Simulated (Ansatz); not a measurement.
Ge₅O₅, relaxed as a singlet with RKS r2SCAN-D4/def2-SVP in Ansatz, starting from the GFN2-xTB geometry. Force threshold 0.03 eV/Å.

The structure comes from a short search, and lower isomers may exist.

Start:

```
atom   x (Å)   y (Å)   z (Å)
 Ge1   1.309  -1.869  -1.684
 Ge2  -0.104   2.309   1.529
 Ge3  -2.633   0.510  -0.114
 Ge4  -0.919  -2.322   1.020
 Ge5   2.451   1.394  -0.785
  O6  -2.063  -1.061   0.502
  O7   0.287  -2.307  -0.293
  O8   1.247   1.943   0.414
  O9  -1.546   1.652   0.717
 O10   1.971  -0.248  -1.307
```

Task: Estimate the energy that the relaxation releases and the steps that it takes.

Result: 15.1 kcal/mol, in 20 steps; 3 min on 4 threads of Arm Neoverse V1 on a shared host. No frequencies were taken in this run, so the end may be a saddle point.

Task: Does the start keep its bonding and symmetry?

Result: Bonds formed: Ge1–O6, Ge2–Ge4, Ge4–O8 (atoms count from 1).

Task: Predict the relaxed structure.

Result: 
Cartesian coordinates in Å:
```
Ge 0.366 -1.805 -1.477
Ge -0.383 1.674 1.932
Ge -2.130 0.719 -0.768
Ge -0.110 -1.014 1.258
Ge 2.033 0.961 -0.647
O -1.183 -0.770 -0.357
O 0.938 -2.059 0.278
O 0.881 0.771 0.829
O -1.677 1.704 0.685
O 1.265 -0.180 -1.733
```
Bond lengths: 12 × Ge–O 1.75 to 2.17 Å; 1 × Ge–Ge 2.79 Å.
